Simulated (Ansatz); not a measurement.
`S=C[SiH2][SeH]` + HBr → `S=C[SiH2]Br` + H₂Se  (ligand exchange at the Si–Se bond)

Isolated molecules relaxed with PBE0-D4/def2-TZVP in Ansatz; ΔE leaves out vibrations. CCSD(T)/CBS adds triple-zeta CCSD(T) − MP2 to the extrapolated MP2 energy (def2 sets, frozen cores). DFT in def2-TZVPP. B3LYP here is the variant with VWN-RPA as its local correlation; programs differ in this. For Br, Se outer-core shells are correlated without core-valence functions, which leaves a few kJ/mol of doubt a bond. Scalar relativity is left out up to krypton. One conformer a species, not always the lowest.

`S=C[SiH2][SeH]`:

Cartesian coordinates in Å:
```
S -1.465 1.686 1.560
C -0.320 0.632 1.142
Si 0.125 0.269 -0.645
Se -0.309 -1.919 -1.130
H 0.214 0.087 1.927
H 1.570 0.545 -0.854
H -0.731 1.083 -1.534
H 0.915 -2.384 -0.466
```

HBr:

Cartesian coordinates in Å:
```
Br -0.453 -0.521 0.168
H 0.453 0.521 -0.168
```

`S=C[SiH2]Br`:

Cartesian coordinates in Å:
```
S -0.581 -1.078 -2.031
C 0.044 -0.991 -0.550
Si -0.050 0.670 0.318
Br 0.838 0.532 2.353
H 0.501 -1.866 -0.082
H -1.469 1.067 0.451
H 0.717 1.666 -0.460
```

H₂Se:

Z-matrix (Å, degrees):
```
Se
H 1 1.467
H 1 1.467 2 91.2
```

| level | ΔE (kcal/mol) | difference from CCSD(T)/CBS |
| --- | --- | --- |
| r2SCAN-D4 | -7.6 | 0.1 |
| PBE0-D4 | -7.0 | 0.7 |
| B3LYP-D4 | -7.4 | 0.3 |
| ωB97X-V | -8.0 | -0.3 |
| ωB97M-V | -8.2 | -0.5 |
| B2PLYP | -8.0 | -0.3 |
| r2SCAN | -7.7 | 0.0 |
| PBE0 | -7.4 | 0.3 |
| B3LYP | -8.0 | -0.3 |
| MP2/def2-TZVPP | -7.7 | 0.0 |
| SCS-MP2/def2-TZVPP | -8.0 | -0.3 |
| CCSD/def2-TZVPP | -7.8 | -0.1 |
| HF/def2-QZVPP | -9.6 | -1.9 |
| MP2/def2-QZVPP | -7.7 | 0.0 |
| HF/CBS(def2) | -9.6 | -1.9 |
| CCSD/CBS(def2) | -7.9 | -0.2 |
| CCSD(T)/CBS | -7.7 | 0 |

Largest T1 diagnostic among the species: 0.013.

In def2-TZVPP, CCSD(T) changes the Hartree–Fock value by +2.0 kcal/mol (the triples alone add +0.3 kcal/mol) and MP2 by +1.9 kcal/mol.
